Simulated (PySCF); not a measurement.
PySCF input file for Ge(H)(F)(NH2)2 (FGeH5N2), SMILES [NH2][GeH]([NH2])[F], KT2/pcSseg-1. The structure is a stationary point at PBE0-D3(BJ)/def2-SVP. The structure was generated by enumeration, and PubChem lists no compound with its InChIKey, so it may never have been made. Other conformers were not sampled.

```python
import numpy as np
from pyscf import gto, scf, dft
from pyscf.prop.nmr import rks as nmr

mol = gto.M(
    atom='''
    Ge   -0.05613100    0.18287957   -0.19533153
    N     1.34549399   -0.80414475   -0.75538910
    N    -1.34349501   -0.99609159    0.28855012
    F     0.23843809    1.05648931    1.29193039
    H    -0.34296574    1.27940353   -1.23299986
    H     1.64765730   -1.53707823   -0.12041839
    H     2.14671117   -0.30571961   -1.12870147
    H    -2.11171020   -0.60741718    0.82687438
    H    -1.70343599   -1.58808406   -0.45364613
    ''',
    basis='pcSseg-1',
    charge=0,
    spin=0,
    max_memory=1600,
    verbose=3,
)
mf = dft.RKS(mol, xc='kt2')
mf.grids.level = 3
mf.conv_tol = 1e-10
mf.max_cycle = 100
mf.kernel()
n = nmr.NMR(mf)
n.verbose = 2
n.max_cycle_cphf = 60
sigma = n.kernel()
print('atom   isotropic/ppm   span/ppm')
for i, s in enumerate(sigma):
    w = np.linalg.eigvalsh((s + s.T) / 2)
    print(f'{mol.atom_symbol(i):2s}{i + 1:3d} {w.mean():14.3f} {w[2] - w[0]:11.3f}')
```

Log of the run:

```
converged SCF energy = -2300.75346475673
atom   isotropic/ppm   span/ppm
Ge  1       1285.116     157.733
N   2        226.977      59.756
N   3        242.558      65.436
F   4        312.558     102.500
H   5         25.172      17.768
H   6         30.208      17.799
H   7         30.274      18.400
H   8         30.879      19.398
H   9         30.963      19.724
```

The run converged.
